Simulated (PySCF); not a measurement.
Working out the ionisation energy of Mn⁺

Mn⁺ [Ar] 3d5 4s1 (7S) → Mn²⁺ [Ar] 3d5 (6S). Computed with PySCF 2.14 in cc-pVTZ, with the non-relativistic Hamiltonian (point nucleus). Frozen: [Ar]. Energies in hartree (1 hartree = 27.21139 eV):

| part | Mn⁺ (lower) | Mn²⁺ (upper) |
| --- | --- | --- |
| UHF | -1149.649165 | -1149.109231 |
| MP2 opposite-spin | 0.000000 | 0.000000 |
| MP2 same-spin | -0.084806 | -0.069113 |

Task: What does Hartree-Fock give?

Result: (-1149.109231) − (-1149.649165) = 0.539934 hartree = 14.692 eV.

Task: What do MP2 and SCS-MP2 (6/5 opposite-spin, 1/3 same-spin) give?

Result: The opposite-spin parts differ by 0.000 eV and the same-spin parts by 0.427 eV. MP2: 14.692 + (0.000) + (0.427) = 15.119 eV. SCS-MP2: 14.692 + 1.2 × (0.000) + (0.427)/3 = 14.834 eV.

Measured between the centres of the two terms (NIST): 15.640 eV, so MP2 (valence) is off by -0.521 eV.

The calculation is non-relativistic.

What remains against the reference includes basis incompleteness, the frozen core and correlation beyond second order.
